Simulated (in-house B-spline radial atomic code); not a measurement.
# PBE0 excitations of neutral magnesium

Method: PBE0. Computed with an all-electron radial atomic-structure program (B-spline basis): linear response of the closed shell [Ne] 3s2 with the functional's adiabatic kernel; non-relativistic, point nucleus, no spin-orbit coupling, no double excitations, S, P, D and F terms only.

Command:
```bash
python run_td.py task.json out
```
Settings (radii: box in bohr, nucleus in fm):
```
Z                        12
electrons                12
configuration            [Ne] 3s2
hamiltonian              nr
method                   pbe0
box_radius               75
intervals                56
```

Cost of the run: 0.6 s on 1 thread of Arm Neoverse N1, with other jobs on the host.

The lowest states, in the order of their Tamm-Dancoff energies; the method's threshold (minus the highest occupied level) is 5.425 eV. Labels give the largest channel, * marks a mixed state, and oscillator strengths are full-response dipole values. Measured ¹D terms are left out, since they can mix with doubly excited terms. Semilocal kernels can invert the small singlet-triplet splittings of Rydberg terms. Energies in eV:

```tsv
state	full response	Tamm-Dancoff	oscillator strength	measured (J-weighted term)
3s → 3p 3P	?	?	-	?
3s → 3p 1P	4.178	4.326	1.62	4.346
3s → 4s 3S	4.671	4.677	-	5.108
3s → 4s 1S	?	?	-	?
3s → 4p 3P	5.161	5.165	-	5.932
```

**Question.** Where does 3s → 3p 3P lie?

**Answer.** At 2.212 eV in full response, 2.440 eV in Tamm-Dancoff; measured 2.714 eV.

**Question.** Where does 3s → 4s 1S lie?

**Answer.** At 4.903 eV in full response, 4.910 eV in Tamm-Dancoff; measured 5.394 eV.

**Question.** How large is the singlet-triplet splitting of 3s → 3p (P terms) in Tamm-Dancoff?

**Answer.** 1.89 eV, from the unrounded values.

**Question.** What polarisabilities and dispersion coefficient does the method give?

**Answer.** Dipole 74.99 bohr³, quadrupole 874.4 bohr⁵, C6 674.2 hartree·bohr⁶ for two such species. Recommended dipole value: 71.2 ± 0.4 bohr³ (Schwerdtfeger and Nagle, table of static dipole polarizabilities (2023 update)), which includes relativity and correlation.
